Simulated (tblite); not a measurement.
C₅H₆BNO₂S.
Atom-mapped SMILES: `[OH:1][B:2]([OH:3])[c:4]1[cH:5][cH:6][c:7]([SH:8])[cH:9][n:10]1` (hydrogens: H11 on O1; H12 on O3; H13 on C5; H14 on C6; H15 on S8; H16 on C9)

Structure used (GFN2-xTB), in Å, numbered top down from 1:
```xyz
16
C5H6BNO2S angstrom
O     -3.232    0.013    0.185
B     -2.195   -0.230   -0.666
O     -2.478   -0.611   -1.919
C     -0.669   -0.083   -0.234
C     -0.283    0.239    1.073
C      1.055    0.360    1.395
C      2.000    0.154    0.397
S      3.716    0.305    0.765
C      1.534   -0.168   -0.878
N      0.262   -0.278   -1.171
H     -3.012    0.286    1.073
H     -3.415   -0.676   -2.111
H     -1.025    0.396    1.844
H      1.368    0.606    2.400
H      4.140    0.035   -0.469
H      2.226   -0.340   -1.694
```

Method: GFN2-xTB as coded in tblite; computed harmonic values from a numerical Hessian at the method's own geometry, unscaled. This tight-binding method is rough: wavenumbers can miss measured ones by several per cent, in bad cases by 10 to 20. Modes of hydrogen on sulfur can be 10 to 20 % off. One conformer, not necessarily the lowest. The optimisation stopped once no atom felt more than 0.01 eV/Å.

Lowest wavenumbers of the output (negative numbers stand for imaginary wavenumbers):
```
mode    cm-1
  1     -35.0
  2      64.5
  3     122.3
  4     221.4
  5     245.6
  6     256.0
  7     273.7
  8     357.0
  9     397.9
 10     420.7
 11     425.4
 12     520.9
 13     557.9
 14     577.3
 15     607.6
```

Problem. Is this structure a minimum?

Solution. Not by this Hessian. 1 mode is imaginary beyond 20i (35i cm⁻¹), so at this level the point lies at or near a first-order saddle. The curvature is small, so loose convergence or finite differences may be the whole cause.

Problem. Which atoms move in the imaginary mode?

Solution. 35i: O3 (boron-bound oxygen) 29 %, O1 (boron-bound oxygen) 27 %. These are shares of the mass-weighted motion.

Problem. What is the remedy?

Solution. Step along that mode in both directions, optimise again with tighter thresholds and repeat the frequencies. The zero-point energy of this point (66.8 kcal/mol) counts the 41 real modes alone, and thermal corrections from it aren't those of a minimum.

The run took 0.98 s on one thread of an Arm Neoverse N1 (shared host). This covers the Hessian and the dipole derivatives.
